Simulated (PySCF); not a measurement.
**Al⁻ (aluminium, charge -1): PW91 calculation**

Configuration: [Ne] 3s2 3p2, high-spin 3P determinant. Computed with PySCF 2.14 in dyall-acv3z, with the spin-free X2C one-electron Hamiltonian (Gaussian nucleus).

```json
{"Total energy": "-242.8191 hartree", "One-electron energy": "-339.7634 hartree", "Hartree (Coulomb) energy": "115.6577 hartree", "Exchange-correlation energy": "-18.7134 hartree", "⟨S²⟩": "2.0037", "⟨L²⟩": "2.014", "Sum of ⟨r⟩": "20.01 bohr", "Sum of ⟨r²⟩": "83.48 bohr²", "Traceless quadrupole moment −½Σ⟨3z² − r²⟩ along its main axis": "12.6 e·bohr²", "Langevin diamagnetic susceptibility": "-66.1 ×10⁻⁶ cm³/mol", "Time after the integrals": "1.1 s of wall time on 1 thread of Neoverse-V1 (shared host)"}
```

| shell | electrons | mean orbital energy (eV) | spread (eV) | rms radius, mean of both spins (bohr) |
| --- | --- | --- | --- | --- |
| 1s α | 1 | -1506.1 | 0 | 0.139 |
| 1s β | 1 | -1506.0 | 0 | 0.139 |
| 2s α | 1 | -102.96 | 0 | 0.686 |
| 2s β | 1 | -102.89 | 0 | 0.686 |
| 2p α | 3 | -64.541 | 0.079 | 0.680 |
| 2p β | 3 | -64.454 | 0.167 | 0.680 |
| 3s α | 1 | -3.198 | 0 | 2.88 |
| 3s β | 1 | -2.322 | 0 | 2.88 |
| 3p α | 2 | 1.229 | 0 | 5.62 |

At PW91 the highest occupied level has a positive energy, so only the finite basis holds that electron; in a semilocal or global hybrid functional this comes from self-interaction and does not mean that the real anion is unbound.

Densities and radii are taken from the X2C orbitals without a picture-change correction, which distorts them close to the nucleus.
